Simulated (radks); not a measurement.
The numbers below are computed, except where a source is named.
Q: Species: K I. Configuration: [Ar] 4s1. Code: a radial shooting solver on a logarithmic mesh with Libxc functionals. Model: non-relativistic Kohn-Sham, r2SCAN, spin-polarised, spherical densities, point nucleus; open shells are filled with parallel spins first; meta-GGA in the generalised Kohn-Sham scheme. Some entries of the table are withheld. Estimate them.

orbital,occ.,eigenvalue (eV),<1/r> (bohr^-1)
1s up,1,-3521.502,18.54
1s down,1,-3521.487,18.54
2s up,1,-356.5281,3.782
2s down,1,-356.5147,3.782
2p up,3,-283.7175,3.692
2p down,3,-283.7017,3.692
3s up,1,-36.4528,(1)
3s down,1,-36.4098,(2)
3p up,3,-19.4756,0.9501
3p down,3,-19.4255,0.9509
4s up,1,-2.5848,0.2517
4p up,0,-0.9215,0.1894

A: 
(1) 3s up <1/r> (bohr^-1): 1.085
(2) 3s down <1/r> (bohr^-1): 1.084
